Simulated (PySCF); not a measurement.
A run for PySCF: R-B3LYP/6-31G* on C2H2 (SMILES C#C).

```python
from pyscf import gto, scf, dft, mp
from pyscf.data.elements import chemcore

mol = gto.M(
    atom='''
    C     0.44855402    0.04749817   -0.63770742
    C    -0.22974511   -0.02318858    0.34725695
    H     1.04223418    0.10927091   -1.51685729
    H    -0.81984812   -0.08466592    1.23547585
    ''',
    basis='6-31g*',
    cart=True,
    charge=0, spin=0, verbose=3, max_memory=1800)
mf = dft.RKS(mol, xc='b3lyp')
mf.conv_tol = 1e-8
mf.max_cycle = 100
mf.kernel()
if not mf.converged:
    mf = mf.newton().run(mf.mo_coeff, mf.mo_occ)
```

It printed:

```
converged SCF energy = -77.32552744523
```

Self-consistency was reached.

Cost: very roughly 0.4 core-seconds.
